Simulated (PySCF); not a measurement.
A GIAO shielding run with PySCF 2.14.0 with density-fitted response routines (density fitting, non-relativistic, gas phase) on `O=C(CCN)[Si@H](N)[SiH3]`, C3H12N2OSi2:

```
$ OMP_NUM_THREADS=1 python probes_run.py task.json out

{"job": {"kind": "nmr", "xc": "PBE0", "basis": "pcSseg-1"}, "charge": 0, "multiplicity": 1}
N      3.556418    -0.900080     0.513213
C      2.349894    -0.191499     0.890156
C      1.288624    -0.083281    -0.214691
C      0.101535     0.770462     0.173868
O      0.146232     1.552437     1.100509
Si    -1.545441     0.548765    -0.814581
N     -2.534697     1.961030    -0.780526
Si    -2.692281    -1.224450     0.119049
H      4.016872    -0.431026    -0.259909
H      3.335177    -1.844590     0.215075
H      1.914729    -0.705734     1.751377
H      2.633509     0.814045     1.209467
H      1.724226     0.384846    -1.104193
H      0.927029    -1.072015    -0.512089
H     -1.139421     0.432533    -2.224367
H     -3.068729     2.155151     0.052165
H     -2.151148     2.827472    -1.127771
H     -2.191980    -2.501540    -0.403558
H     -2.547294    -1.290347     1.577251
H     -4.128404    -1.191503    -0.163481
```

Hardware: 1 thread of an Arm Neoverse V1, shared host. The job also computes population analyses, field gradients.

Question: How large is the calculation?

Answer: 80 electrons, 210 basis functions and 1128 auxiliary functions.

Question: How long does it take, and how much memory does it need?

Answer: 56 s of wall time, with 15 SCF cycles and 5 response iterations; peak memory 1 GiB. Times on a shared host scatter by some tens of per cent.
